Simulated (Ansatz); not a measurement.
An input meant for the cluster Pt₂H₃⁻ (charge -1, singlet; atoms displaced at random, 0.08 Å in each coordinate).

```yaml
crystal:
  periodic: [false, false, false]
  atoms:
    - {symbol: Pt, position_ang: [1.356681, -0.361352, 1.242664]}
    - {symbol: Pt, position_ang: [-0.470216, -0.020004, -0.278401]}
    - {symbol: H, position_ang: [-1.878723, 0.787690, -0.319458]}
    - {symbol: H, position_ang: [2.444648, 0.300877, 0.788190]}
    - {symbol: H, position_ang: [-1.354252, -0.804236, -1.423180]}
basis:
  gaussian: {orbitals: def2-TZVP}
total_charge: -1
magnetization: {spin_polarized: true, initial_magnetization: 6}
hamiltonian: {xc: {name: r2SCANh}}
scf: {omitted_lower_state_checks: [starts]}
output: {forces: true}
```

```sh
$ ansatz run in.yaml --threads 4 --pin off --events-out ev --progress --plain --max-ram 3916MiB
```

Shortened log:

```
Functional definition: r2SCANh
902 factors; integrals over basis functions are off by at most 8.8e-4 eV
mean field evaluation 1: about -6528.8409 eV, gradient 4.8e1 eV
mean field evaluation 2: about -6490.5278 eV, gradient 1.1e2 eV
mean field evaluation 4: about -6533.6864 eV, gradient 3.3e1 eV
mean field evaluation 8: about -6539.2593 eV, gradient 8.2e-1 eV
mean field evaluation 16: about -6539.4543 eV, gradient 3.5e-1 eV
mean field evaluation 32: about -6539.5617 eV, gradient 3.2e-5 eV
mean field -6539.56168228 eV, -240.3244591499 hartree, gradient 9.0e-7 eV, S^2 12.011848; 0 other end points of the search recorded, 0 dependent functions left out
reference -6539.56169728 eV, -240.3244597010 hartree; 23, 17 occupied and 75, 81 virtual orbitals, 902 factors
Total energy: -6539.56169728 eV, -240.3244597010 hartree
Atom 0 at     1.356681    -0.361352     1.242664 Å, force    -4.083736    -4.336615     4.591604 eV/Å
Atom 1 at    -0.470216    -0.020004    -0.278401 Å, force    -1.757682     0.758095    -2.363622 eV/Å
Atom 2 at    -1.878723     0.787690    -0.319458 Å, force    -0.418151     0.776020     0.762945 eV/Å
Atom 3 at     2.444648     0.300877     0.788190 Å, force     5.942419     3.739877    -2.679001 eV/Å
Atom 4 at    -1.354252    -0.804236    -1.423180 Å, force     0.317150    -0.937377    -0.311927 eV/Å
Dipole moment:     0.049113     0.106300    -0.119793 e Å
Checks for a lower state left out: starts
```

**Question.** What is wrong with this run?

**Answer.** The spin is set far too high (6 unpaired electrons typed, 0 in the singlet as meant). Self-consistency was reached. The result belongs to that input, not to the species as meant. The highest occupied level of an anion often lies above zero with these methods, and sets without diffuse functions describe the outer electron poorly.
